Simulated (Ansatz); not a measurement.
Species: AsO, charge 0, doublet. AsO (SMILES [As]=O, doublet).
B3LYP-D3(BJ)/def2-TZVP minimum from Ansatz (a quantum-chemistry and plane-wave program):
```xyz
2

As     0.0000     0.0000    -0.3173
O      0.0000     0.0000     1.3089
```
Charge 0, spin multiplicity 2.

Total energies in hartree (Ansatz). UHF or UKS for unpaired electrons; spin-orbit terms are left out. Correlated methods leave the cores frozen (noble-gas shells, and filled d and f shells in the p block). No relativity. The UHF reference of AsO (O=[As], doublet) is spin-contaminated (<S^2> up to 0.47 over the pure value in the sets run). The determinant of AsO (O=[As], doublet) is a saddle point of the SCF energy; a lower one exists, which strains HF and MP2.

```csv
species,HF/cc-pVTZ,CCSD(T)/cc-pVTZ,HF/cc-pVQZ,CCSD(T)/cc-pVQZ,CCSDT(Q)/cc-pVQZ
"1: AsO (SMILES O=[As], doublet)",-2309.08705,-2309.46651,-2309.09785,-2309.50178,-2309.50425
2: As (quartet),-2234.23714,-2234.32576,-2234.23956,-2234.33229,-2234.33294
3: O (triplet),-74.81176,-74.97396,-74.81729,-74.99357,-74.99396
```

**Question.** Work out the atomisation energy (electronic, to ground-state atoms) in kcal/mol: take Hartree-Fock from cc-pVQZ, extrapolate the CCSD(T) correlation energy as X^-3 (X = 3, 4), and add CCSDT(Q) - CCSD(T) in cc-pVQZ. 1 hartree = 627.51 kcal/mol.

**Answer.** 
Species 1: correlation (64·(-0.40393) - 27·(-0.37946))/37 = -0.42179; step -0.00247; E1 = -2309.09785 + (-0.42179) + (-0.00247) = -2309.52211
Species 2: correlation (64·(-0.09273) - 27·(-0.08862))/37 = -0.09573; step -0.00065; E2 = -2234.23956 + (-0.09573) + (-0.00065) = -2234.33594
Species 3: correlation (64·(-0.17628) - 27·(-0.16220))/37 = -0.18655; step -0.00039; E3 = -74.81729 + (-0.18655) + (-0.00039) = -75.00423
-1·E1 +1·E2 +1·E3 = 0.18194 hartree = 114.2 kcal/mol.
